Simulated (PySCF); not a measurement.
# N²⁺: excitation energy

N²⁺ [He] 2s2 2p1 (2P) → N²⁺ [He] 2s1 2p2 (4P), as a difference of total energies. Computed with PySCF 2.14 in def2-TZVPPD, with the non-relativistic Hamiltonian (point nucleus). Correlated levels: valence and next inner shell: nothing frozen. The calculations carry no spin-orbit coupling.

```tsv
method	excitation energy (eV)
UHF	5.142
MP2 (valence and next inner shell)	6.327
SCS-MP2 (valence and next inner shell)	6.764
CCSD (valence and next inner shell)	6.950
CCSD(T) (valence and next inner shell)	6.981
```

Task: How much does correlation contribute at CCSD(T) (valence and next inner shell)?

Result: 6.981 − (5.142) = 1.839 eV, measured against UHF.
